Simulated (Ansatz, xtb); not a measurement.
Energy range of the profile of scans of the kind 'symmetric bend, bond length relaxed', at GFN1-xTB and at FCI.

Values in kJ/mol, from Ansatz (a quantum-chemistry and plane-wave program) and xtb. Where two bases are given, the first is that of GFN1-xTB. Full CI is exact in its basis, with frozen cores. Scans on which GFN1-xTB failed or broke off at a jump of its own curve are missing, so the means are lower bounds.

| system | basis | GFN1-xTB | FCI | GFN1-xTB − FCI |
|---|---|---|---|---|
| H3 cation singlet | — / aug-cc-pVQZ | 27.1 | 170.6 | -143.5 |
| H2B cation singlet | — / cc-pVDZ | 320.2 | 448.0 | -127.9 |
| H2Cl cation singlet | — / cc-pVDZ | 199.0 | 244.8 | -45.8 |
| H3 cation singlet | — / cc-pVDZ | 27.1 | 166.0 | -138.9 |
| H3 cation singlet | — / aug-cc-pVTZ | 27.1 | 169.7 | -142.6 |
| H2Be singlet | — / def2-SVP | 342.6 | 375.2 | -32.6 |
| H2B doublet | — / aug-cc-pVDZ | 230.1 | 240.0 | -9.9 |
| H2B doublet | — / cc-pVDZ | 230.1 | 242.2 | -12.1 |
| H2Mg singlet | — / aug-cc-pVTZ | 322.0 | 290.1 | 31.9 |
| H2Mg singlet | — / aug-cc-pVDZ | 322.0 | 293.5 | 28.6 |
| H2Ge singlet | — / cc-pVDZ | 216.6 | 229.4 | -12.8 |
| H2Mg singlet | — / def2-TZVP | 322.0 | 293.0 | 29.1 |
| H2Be singlet | — / aug-cc-pVTZ | 342.6 | 368.0 | -25.5 |

Q: What do these rows say about the size and sign of the difference from FCI?

A: The mean difference from FCI is -46.3 kJ/mol (median -25.5) and the mean absolute one 60.1 kJ/mol (median 31.9); GFN1-xTB lies above in 3 and below in 10 of 13 cases. It is closest for H2B doublet (-9.9), H2B doublet (-12.1), H2Ge singlet (-12.8) and furthest off for H3 cation singlet (-143.5), H3 cation singlet (-142.6), H3 cation singlet (-138.9).
